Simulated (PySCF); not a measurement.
SMILES [Si](OC)(C)(O[SiH3])OC (GFN2-xTB optimised geometry):

```
20

Si     1.275    -2.258     0.000
O      0.785    -0.718     0.000
Si     0.353     0.630     0.812
C      0.262     2.043    -0.433
O     -1.029     0.308     1.618
C     -2.190    -0.287     1.107
O      1.448     1.065     1.918
C      1.907     0.309     3.006
H      2.738    -2.258     0.000
H      0.696    -2.802    -1.227
H      0.767    -2.951     1.189
H     -0.419     1.802    -1.242
H     -0.092     2.951     0.043
H      1.232     2.253    -0.868
H     -2.813    -0.579     1.953
H     -1.944    -1.170     0.512
H     -2.738     0.421     0.481
H      2.291    -0.657     2.666
H      2.706     0.873     3.486
H      1.099     0.136     3.719
```

Method: PySCF with PBE0/def2-SVP.

**Question.** What are the frontier orbital energies and the dipole moment?

**Answer.** HOMO-2 -8.38 eV, HOMO-1 -8.16 eV, HOMO -8.00 eV, LUMO 0.60 eV, LUMO+1 1.91 eV; dipole moment 1.28 D.

On the same geometry PBE/def2-SVP (PySCF) gives HOMO-2 -6.78 eV, HOMO-1 -6.53 eV, HOMO -6.35 eV, LUMO -0.27 eV, LUMO+1 1.05 eV; dipole moment 1.10 D.

Meta-Löwdin charges at PBE0/def2-SVP: Si1 0.76, O2 -0.82, Si3 1.40, C4 -0.58, O5 -0.61, C6 -0.07, O7 -0.60, C8 -0.07, H9 -0.12, H10 -0.11, H11 -0.12, H12 0.12, H13 0.12, H14 0.13, H15 0.11, H16 0.09, H17 0.09, H18 0.09, H19 0.11, H20 0.10.
